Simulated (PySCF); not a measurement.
# [PtS2]-: breathing scan

All numbers come from UB3LYP in PySCF with Pt def2-SVPD with ECP60, S def2-SVPD; scalar-relativistic core potentials, no spin–orbit coupling; density-fitted integrals.

Rigid scan from the doublet minimum (Pt–S 2.155 Å (×2); S–Pt–S 154.4°). Coordinate: all bonds to the central atom scaled together. Energies in kJ/mol from the minimum.

Q: Predict the curve at 0.88, 0.92, 0.96, 1.00, 1.04, 1.08, 1.14, 1.22, 1.35.

A: 
```tsv
scale of all bonds to the centre	E (kJ/mol)	dipole size (D, about the centre of mass)	⟨S²⟩
0.88	235.3	0.71	0.76
0.92	89.5	0.81	0.76
0.96	19.2	0.93	0.76
1.00	0.0	1.07	0.76
1.04	14.3	1.22	0.76
1.08	49.9	1.36	0.76
1.14	125.1	1.58	0.76
1.22	240.5	1.85	0.76
1.35	338.7	2.01	1.77
```

Spin contamination is strong at 1.35, so these points are less reliable.

Open d and f shells are described by one determinant, and the ground state may have another occupation or spin. Spin–orbit coupling, left out here, can matter for elements this heavy.
